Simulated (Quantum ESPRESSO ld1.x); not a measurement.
Results of a calculation; reference values are marked as such.
One sound ld1.x (Quantum ESPRESSO 7.5) input for the magnesium ion Mg+ gives E = -199.160 hartree in 26 iterations:

```
 &input
    zed=12.0,
    iswitch=1,
    rel=2,
    dft='PW',
    config='[Ne] 3s1',
    lsmall=.true.,
    prefix='ld1',
    max_out_wfc=37,
    file_charge='ld1.rho',
 /
```

Changed or added lines, one case at a time, and what came of them:

- config='[Ne] 3s1 4d-1': harmless. A negative occupation marks a state as unused; the result equals that of the sound run.
- tr2=1e-1: inaccurate. The cycle stops early, after 4 iterations, and the energy is off by +0.04211 hartree against the sound run.
- atom='Mg': harmless. atom and zed name the same element, and the result equals that of the sound run.
- config='[Yb] 3s1': refused. The program stops in el_config with "wrong core: Yb": the cores known are He, Ne, Ar, Kr, Xe, Hg and Rn.
- rel=1 lsd=1 dft='PBE': silently wrong. The run ends normally, but in this build (ld1.x 7.5) Etot and Exc of a spin-polarised run lack the gradient corrections of exchange and correlation and come out near their LSDA values (nitrogen, PBE: -54.132 hartree against -54.536 from two other codes). The eigenvalues and orbitals are those of the GGA; the energies must not be used.
- lsd=1: refused. The program stops in ld1_readin with "local spin density and spin-orbit not allowed": spin polarisation goes with rel = 0 or 1 alone.
- ecut=1: refused. The program stops in ld1_readin with "reading input namelist": the namelist holds a keyword that &input does not know.
